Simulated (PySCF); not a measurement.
Species: `CCP(CC)n1cccc1`. The columns A, B, C and D hold Mulliken, IAO, Hirshfeld and ESP-fitted charges (e) of one PBE0/pcSseg-1 density (PySCF), in a shuffled order. Coordinates in Å (GFN2-xTB); the density's dipole moment is (-1.45, 0.71, 1.01) D.

| atom | x | y | z | A | B | C | D |
| --- | --- | --- | --- | --- | --- | --- | --- |
| C1 | -1.775 | -2.266 | 0.507 | -0.123 | -0.263 | -0.397 | -0.417 |
| C2 | -1.823 | -0.759 | 0.721 | -0.114 | -0.488 | +0.313 | -0.435 |
| P3 | -0.987 | 0.132 | -0.690 | +0.226 | +0.553 | -0.383 | +0.617 |
| C4 | -1.007 | 1.846 | 0.049 | -0.114 | -0.488 | +0.256 | -0.435 |
| C5 | -0.185 | 2.807 | -0.800 | -0.123 | -0.263 | -0.406 | -0.417 |
| N6 | 0.652 | -0.295 | -0.357 | -0.057 | -0.706 | +0.418 | -0.277 |
| C7 | 1.368 | -0.219 | 0.808 | -0.036 | +0.140 | -0.356 | -0.129 |
| C8 | 2.632 | -0.675 | 0.580 | -0.095 | -0.161 | -0.310 | -0.214 |
| C9 | 2.704 | -1.049 | -0.781 | -0.100 | -0.165 | -0.130 | -0.226 |
| C10 | 1.479 | -0.805 | -1.324 | -0.037 | +0.158 | -0.336 | -0.112 |
| H11 | -2.272 | -2.787 | 1.323 | +0.043 | +0.122 | +0.083 | +0.144 |
| H12 | -2.270 | -2.534 | -0.425 | +0.037 | +0.119 | +0.108 | +0.142 |
| H13 | -0.744 | -2.611 | 0.456 | +0.035 | +0.139 | +0.119 | +0.148 |
| H14 | -2.859 | -0.414 | 0.747 | +0.041 | +0.146 | +0.010 | +0.145 |
| H15 | -1.350 | -0.492 | 1.670 | +0.036 | +0.140 | -0.081 | +0.133 |
| H16 | -2.051 | 2.168 | 0.081 | +0.041 | +0.146 | +0.031 | +0.145 |
| H17 | -0.628 | 1.820 | 1.074 | +0.036 | +0.140 | -0.066 | +0.133 |
| H18 | -0.203 | 3.809 | -0.375 | +0.043 | +0.122 | +0.091 | +0.144 |
| H19 | 0.851 | 2.476 | -0.854 | +0.035 | +0.139 | +0.125 | +0.148 |
| H20 | -0.581 | 2.853 | -1.813 | +0.037 | +0.119 | +0.113 | +0.142 |
| H21 | 0.935 | 0.153 | 1.717 | +0.048 | +0.104 | +0.260 | +0.149 |
| H22 | 3.424 | -0.738 | 1.301 | +0.048 | +0.075 | +0.199 | +0.155 |
| H23 | 3.562 | -1.449 | -1.286 | +0.048 | +0.076 | +0.156 | +0.156 |
| H24 | 1.116 | -0.950 | -2.323 | +0.047 | +0.095 | +0.183 | +0.161 |

Q: Which column most likely holds the ESP-fitted charges?

A: C. Σ q r misses the density's dipole by 0.02 D (C), 1.51 D (A), 2.26 D (B), 2.85 D (D). Charges fitted to the outside potential are the only set here that is tied to the molecule's multipoles.

Q: And the Hirshfeld charges?

A: A. The mean sizes are 0.067 e (A), 0.205 e (C), 0.211 e (B), 0.222 e (D), and Hirshfeld charges are commonly the smallest of these schemes.

As computed, A = Hirshfeld, B = Mulliken, C = ESP-fitted, D = IAO. Hydrogens on carbon: Hirshfeld +0.04 to +0.05, Mulliken +0.08 to +0.15, ESP-fitted -0.08 to +0.26, IAO +0.13 to +0.16 e.

The Hirshfeld scheme divides the density at each point in proportion to the densities of the neutral, spherically averaged free atoms. The ESP scheme is a least-squares fit of atom-centred charges to the potential on four shells outside the van der Waals surface, with the total charge fixed.

Geometry: GFN2-xTB, one conformer, isolated molecule.

Shape of the structure used: `[CH3:1][CH2:2][P:3]([CH2:4][CH3:5])[n:6]1[cH:7][cH:8][cH:9][cH:10]1`: C1–C2–P3–C4 -172°, C2–P3–C4–C5 171°, C2–P3–N6–C7 -50°.
